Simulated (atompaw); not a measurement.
## What one change does to a pseudopotential (phosphorus (P), PAW (atompaw))

atompaw 4.2.0.5 input, output lines left out:

```
P 15
LDA-PW scalarrelativistic loggrid 1500 logderivrange -3 5 201
3 3 0 0 0 0
3 1 3
0 0 0
c
c
v
c
v
1
1.75 1.70 1.50 1.05
y
-0.5
n
y
1.55
n
custom polynom2 7 10 vanderbiltortho sinc
bessel
1.75
1.70
1.75
1.75
```

All-electron outer shells of the reference configuration (LDA (PW92), scalar-relativistic, ld1.x):

```tsv
shell	level (eV)	outermost node (bohr)	outermost maximum (bohr)
2s	-173.15	0.14	0.42
2p	-124.52	–	0.35
3s	-14.02	0.66	1.56
3p	-5.60	0.64	1.83
```

Change: augmentation sinc compensation charge, radius 1.70 bohr; PAW radius 1.75 bohr; waves and projectors: custom rrkj vanderbiltortho.

Cutoffs: the cutoffs (Ry, on a coarse ladder) from which the occupation-weighted sum of valence levels, in a spherical-Bessel basis at the reference potential, stays within 10 and 1 mRy of its value at 400 Ry; they do not see the model core or the augmentation charge, which bear on the density cutoff.

Question: What does the change do?

Answer: The potential gets harder (12 Ry and 18 Ry → 12 Ry and 25 Ry); neither file shows a bound ghost.

```csv
quantity,base,changed
"cutoff, loose",12 Ry,12 Ry
"cutoff, tight",18 Ry,25 Ry
loose cutoff by channel (10 mRy a level),"s 10 Ry, p 8 Ry","s 6 Ry, p 10 Ry"
bound ghosts,none,none
s: phases at 1.76 bohr within 0.05 rad from the reference energy up to (Ry; the scan ends near 5),to the end of the scan,to the end of the scan
p: phases at 1.76 bohr within 0.05 rad from the reference energy up to (Ry; the scan ends near 5),to the end of the scan,to the end of the scan
lowest overlap eigenvalue by channel,"s 0.68, p 0.65","s 0.71, p 0.79"
```

 The cutoffs see the waves, projectors and local potential, not the compensation charge or the core.
